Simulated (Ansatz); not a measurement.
CH3AlBrF (`F[CH2][AlH][Br]`) at its PBE0-D4/def2-TZVP geometry, where that method's forces vanish. Charge 0, multiplicity 1.

```xyz
7

F     1.8319   -0.3290   -0.2723
C     0.5023   -0.4309   -0.6671
Al   -0.7516    0.4175    0.6027
Br    0.0521    1.4041    2.4569
H     0.2655   -1.4961   -0.7948
H     0.4081    0.0179   -1.6655
H    -2.3082    0.4164    0.3402
```

Task: What forces (eV/Å) does PBE-D4/def2-TZVPP give on these atoms in Ansatz? (Best estimate.)

Result: Ansatz gave: 
```
F1   0.598  0.047  0.181
C2  -0.313  0.019 -0.018
Al3 -0.087 -0.023 -0.056
Br4  0.078  0.096  0.180
H5  -0.086 -0.236 -0.042
H6  -0.056  0.092 -0.231
H7  -0.135  0.004 -0.014
```
